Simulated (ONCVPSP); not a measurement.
# Transferability test, ONCV potential for Sc (Z = 21)

Sc (Z = 21), optimised norm-conserving Vanderbilt (ONCV), made with ONCVPSP 4.0.1 (PBE, scalar-relativistic). Core [Ne], reference 3s2 3p6 3d1 4s1.75 4p0.25. Waves: 3s+4s: rc 1.75 bohr, ncon 4, nbas 8, qcut 7.3 1/bohr, 2 projectors; 3p+4p: rc 1.60 bohr, ncon 3, nbas 7, qcut 8.1 1/bohr, 3 projectors, debl 2.9 Ha; 3d: rc 1.50 bohr, ncon 4, nbas 9, qcut 12.6 1/bohr, local. Local part: the d channel. Core correction: none.

Energies are relative to the spin-unpolarised reference configuration 3s2 3p6 3d1 4s1.75 4p0.25; without spin polarisation the order of configurations can differ from experiment.

| valence configuration | charge | ΔE all-electron (eV) | error AE − PS (meV) |
| --- | --- | --- | --- |
| 3s2 3p6 3d1 4s2 4p0 | 0 | -0.683 | 0.0 |
| 3s2 3p6 3d1 4s0 4p0 | +2 | 18.982 | -1.1 |

Question: What are ΔE and the potential's error for 3s2 3p6 3d1 4s0 4p1?

Answer: ΔE = 9.644 eV all-electron; the error (AE − PS) is -0.3 meV.

Question: What are ΔE and the potential's error for 3s2 3p6 3d1 4s1 4p0?

Answer: ΔE = 6.214 eV all-electron; the error (AE − PS) is -0.3 meV.
